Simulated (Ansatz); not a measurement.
Frontier orbitals of CH$_{7}$GeNO (`N[CH2][GeH2][OH]`).

Total charge 0; spin multiplicity 1. Correlated methods include outer-core shells of Ge, which these sets cover unevenly. Scalar relativity is left out up to krypton. The geometry is a stationary point of PBE0-D4/def2-TZVP. It is one conformer, not always the lowest. Basis def2-TZVPP, the Gaussian-basis code of Ansatz.

| functional | HOMO (eV) | LUMO (eV) |
| --- | --- | --- |
| ωB97M-V | -9.34 | 1.95 |

Give HOMO and LUMO (eV) with LDA (SPW92), PBE, revPBE, BLYP, r2SCAN, B97M-V, PBE0, B3LYP, r2SCANh, r2SCAN0, HSE06 (plane-wave form), BHLYP, CAM-B3LYP, LC-ωPBE, ωB97X-V, HF. (Estimate.)

Computed: 
```json
{"functional": "LDA (SPW92)", "HOMO": "-5.60", "LUMO": "-0.77"}
{"functional": "PBE", "HOMO": "-5.50", "LUMO": "-0.53"}
{"functional": "revPBE", "HOMO": "-5.45", "LUMO": "-0.41"}
{"functional": "BLYP", "HOMO": "-5.41", "LUMO": "-0.50"}
{"functional": "r2SCAN", "HOMO": "-5.80", "LUMO": "-0.07"}
{"functional": "B97M-V", "HOMO": "-5.97", "LUMO": "-0.33"}
{"functional": "PBE0", "HOMO": "-6.96", "LUMO": "0.34"}
{"functional": "B3LYP", "HOMO": "-6.74", "LUMO": "0.03"}
{"functional": "r2SCANh", "HOMO": "-6.35", "LUMO": "0.21"}
{"functional": "r2SCAN0", "HOMO": "-7.16", "LUMO": "0.63"}
{"functional": "HSE06 (plane-wave form)", "HOMO": "-6.55", "LUMO": "-0.03"}
{"functional": "BHLYP", "HOMO": "-8.35", "LUMO": "1.08"}
{"functional": "CAM-B3LYP", "HOMO": "-8.40", "LUMO": "1.20"}
{"functional": "LC-ωPBE", "HOMO": "-9.77", "LUMO": "2.50"}
{"functional": "ωB97X-V", "HOMO": "-9.43", "LUMO": "2.30"}
{"functional": "HF", "HOMO": "-10.48", "LUMO": "3.21"}
```

B3LYP here is the variant with VWN-RPA as its local correlation; programs differ in this. LC-ωPBE has ω = 0.4 bohr⁻¹. Positive LUMOs are unbound and depend on the basis.
